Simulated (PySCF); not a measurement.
Species: C5H9OS (doublet state).
Z-matrix (Å and degrees, GFN2-xTB geometry), rows numbered from 1:
```
C 
C   1  1.4825
S   2  1.7351  1  121.78
C   2  1.4846  1  119.33  3  -172.94
C   4  1.5160  2  116.74  1  -157.63
C   4  1.5168  2   90.12  1    84.29
O   6  1.2140  4  124.55  2   -87.73
H   1  1.0882  2  112.42  3     4.06
H   1  1.0965  2  109.21  3   124.83
H   1  1.0933  2  110.65  3  -117.44
H   3  1.3341  2   96.84  1    -8.90
H   4  1.0921  2  110.63  1   -27.83
H   5  1.0871  4  110.04  2  -174.40
H   5  1.0883  4  110.69  2   -54.34
H   5  1.0878  4  110.10  2    65.59
H   6  1.1025  4  113.02  2    86.61
```

The hyperfine couplings belong to this conformer and change with its torsions.

The species is `C[C](S)[C@H](C)C=O` [radical].

Computed with UKS B3LYP, pcH-1 on C H O S, non-relativistic, mean-field spin-orbit, GIAO (PySCF). The structure is a single GFN2-xTB conformer in the gas phase; no vibrational or solvent corrections. A GFN2-xTB geometry isn't a minimum of the functional, and hyperfine couplings can be far from their values at a DFT geometry. No stability test was run, so a lower SCF solution isn't excluded.

Problem. The isotropic 13C couplings are +77.3, +38.1, -24.8, -20.3, +19.3 MHz. Assign them to C1; C2; C4; C5; C6.

Solution. 
```csv
site,a_iso (MHz),ρ(0) (bohr⁻³),position,distance from C2 (Å),spin population,largest |T| (MHz)
C1,-24.8,-0.0221,1 bond from C2,1.48,-0.06,1.5
C2,+77.3,+0.0685,largest spin population,0.00,+0.68,123.6
C4,-20.3,-0.0181,1 bond from C2,1.48,-0.05,3.8
C5,+19.3,+0.0172,2 bonds from C2,2.55,+0.01,3.5
C6,+38.1,+0.0339,2 bonds from C2,2.12,+0.05,17.3
```

ρ(0) is the spin density at the nucleus and T the dipolar tensor; a_iso includes a spin–orbit part; entries for several nuclei are means. The largest Mulliken spin populations are on C2 (+0.68), S3 (+0.15) and O7 (+0.14). The angles at C2 add up to 359.6°, so it is planar.

Nuclei that the bonding pattern makes equivalent are averaged, as if the motion that swaps them (rotation, inversion, ring flip) were fast. The three 1H nuclei of mean +47.5 MHz run from 3.1 to 77.6 MHz in the frozen geometry. The three 1H nuclei of mean +0.2 MHz run from -2.4 to 3.7 MHz in the frozen geometry.
